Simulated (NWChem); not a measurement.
System meant: SiBrF3; SMILES Br[Si](F)(F)F

NWChem input:

```
start job
memory heap 200 mb stack 900 mb global 1100 mb
geometry units angstroms noautoz
  F     -0.139458     1.479839     1.358952
  Si     0.000000     0.000000     0.804575
  F      1.351308    -0.619145     1.358952
  F     -1.211849    -0.860694     1.358952
  Br     0.000000     0.000000    -1.382059
end
basis spherical
  * library def2-svp
end
dft
  xc b3lyp
  iterations 4
  mulliken
end
task dft energy
```

End of the output:

```
    Atom       Charge   Shell Charges
 -----------   ------   -------------------------------------------------------
    1 F    9     9.16   1.98  1.01  0.75  3.22  2.18  0.01
    2 Si  14    13.52   2.00  1.92  0.58  0.25  5.81  1.14  0.84  0.99
    3 F    9     9.16   1.98  1.01  0.75  3.22  2.18  0.01
    4 F    9     9.16   1.98  1.01  0.75  3.22  2.18  0.01
    5 Br  35    35.01   2.00  2.00  1.96  1.14  0.72  5.99  5.81  2.47  2.89  7.84  2.04  0.16

 center of mass
 --------------
 x =  -0.00000000 y =   0.00000000 z =   0.10982501

 moments of inertia (a.u.)
 ------------------
        1208.123069864959          -0.000000000000          -0.000000000000
          -0.000000000000        1208.123069864959          -0.000000000000
          -0.000000000000          -0.000000000000         449.681406293594

     Multipole analysis of the density
     ---------------------------------

     L   x y z        total         alpha         beta         nuclear
     -   - - -        -----         -----         ----         -------
     0   0 0 0     -0.000000    -38.000000    -38.000000     76.000000

     1   1 0 0      0.000000      0.000000      0.000000      0.000000
     1   0 1 0      0.000000      0.000000      0.000000     -0.000000
     1   0 0 1      0.334097      0.167049      0.167049      0.000000

     2   2 0 0    -34.383296    -70.447878    -70.447878    106.512460
     2   1 1 0      0.000000      0.000000      0.000000      0.000000
     2   1 0 1      0.000000      0.000000      0.000000      0.000000
     2   0 2 0    -34.383296    -70.447878    -70.447878    106.512460
     2   0 1 1     -0.000000     -0.000000     -0.000000      0.000000
     2   0 0 2    -32.876009   -241.014749   -241.014749    449.153488

 ------------------------------------------------------------------------
 dft energy failed                                                                                  0
 ------------------------------------------------------------------------
 ------------------------------------------------------------------------
  current input line :
    18: task dft energy
 ------------------------------------------------------------------------
 ------------------------------------------------------------------------
 This type of error is most commonly associated with calculations not reaching convergence criteria
 ------------------------------------------------------------------------
 For more information see the NWChem manual at https://nwchemgit.github.io

0:dft energy failed:Received an Error in Communication
```

Question: Can this run be used? If not, why, and what is the fix?

Answer: The run did not converge; its last values are not results. Cause: the SCF was allowed too few iterations. This input runs:
```
start job
memory heap 200 mb stack 900 mb global 1100 mb
geometry units angstroms noautoz
  F     -0.139458     1.479839     1.358952
  Si     0.000000     0.000000     0.804575
  F      1.351308    -0.619145     1.358952
  F     -1.211849    -0.860694     1.358952
  Br     0.000000     0.000000    -1.382059
end
basis spherical
  * library def2-svp
end
dft
  xc b3lyp
  iterations 150
  mulliken
end
task dft energy
```
It converges to -3162.80746 Ha (B3LYP/def2-SVP).
